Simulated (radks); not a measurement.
Task: Species: Tb XIX. Configuration: [Kr] 4d10 4f1. All-electron calculation, Dirac Kohn-Sham, exchange-only PBE, spin-unpolarised, spherical densities, finite nucleus; open shells fill j = l - 1/2 first; Fermi nuclear charge, rms radius 5.06 fm. Program: a radial shooting solver on a logarithmic mesh with Libxc functionals. Some entries of the table are withheld. Estimate them.

| orbital | occ. | eigenvalue (hartree) | <r^2> (bohr^2) | <1/r> (bohr^-1) |
|---|---|---|---|---|
| 1s1/2 | 2 | -1919.728 | 0.0006317 | (1) |
| 2s1/2 | 2 | -331.6591 | 0.009834 | 17.47 |
| 2p1/2 | 2 | -315.9869 | 0.007127 | 17.45 |
| 2p3/2 | 4 | -288.5583 | 0.008359 | 15.35 |
| 3s1/2 | 2 | -86.35767 | 0.06523 | 6.383 |
| 3p1/2 | 2 | -79.54850 | 0.06065 | 6.298 |
| 3p3/2 | 4 | -73.87383 | 0.06758 | 5.767 |
| 3d3/2 | 4 | -62.13585 | 0.05375 | 5.643 |
| 3d5/2 | 6 | -60.89980 | 0.05568 | 5.511 |
| 4s1/2 | 2 | -29.31534 | 0.3097 | 2.764 |
| 4p1/2 | 2 | -26.59546 | 0.3195 | 2.672 |
| 4p3/2 | 4 | -25.20024 | 0.3498 | 2.499 |
| 4d3/2 | 4 | -20.67623 | 0.3710 | (2) |
| 4d5/2 | 6 | -20.40351 | 0.3807 | (3) |
| 4f5/2 | 1 | -14.91572 | 0.4012 | 2.015 |
| 4f7/2 | 0 | -14.86088 | 0.4053 | 2.002 |
| 5s1/2 | 0 | -13.88203 | 1.153 | 1.373 |
| 5p1/2 | 0 | -12.80369 | 1.238 | 1.317 |
| 5p3/2 | 0 | -12.37375 | 1.324 | 1.259 |

Result: 
(1) 1s1/2 <1/r> (bohr^-1): 73.09
(2) 4d3/2 <1/r> (bohr^-1): 2.331
(3) 4d5/2 <1/r> (bohr^-1): 2.290
